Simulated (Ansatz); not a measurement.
`C=C[SiH2][AsH2]` + `CNC` → `CNC[AsH2]` + `C=C[SiH3]`  (formal exchange of groups at the As–Si bond)

Program: Ansatz. Geometries: PBE0-D4/def2-TZVP. ΔE: electronic, gas phase. CCSD(T)/CBS adds triple-zeta CCSD(T) − MP2 to the extrapolated MP2 energy (def2 sets, frozen cores). Functionals use def2-TZVPP. For As outer-core shells are correlated without core-valence functions, which leaves a few kJ/mol of doubt a bond. Scalar relativity is left out up to krypton. One conformer a species, not always the lowest.

```tsv
level	ΔE (kJ/mol)
PBE-D4	69.6
B2PLYP	63.0
r2SCAN	68.6
PBE0	70.2
CCSD(T)/def2-TZVPP	59.7
HF/def2-QZVPP	61.9
SCS-MP2/def2-QZVPP	59.6
HF/CBS(def2)	61.9
```

(1) What does CCSD(T)/CBS give? (An estimate is asked.)

Largest T1 diagnostic among the species: 0.012.

Answers

(1) Ansatz gave: +63.9 kJ/mol. The listed levels differ from it by 5.7, -0.9, 4.7, 6.3, -4.2, -2.0, -4.3, -2.0 kJ/mol.
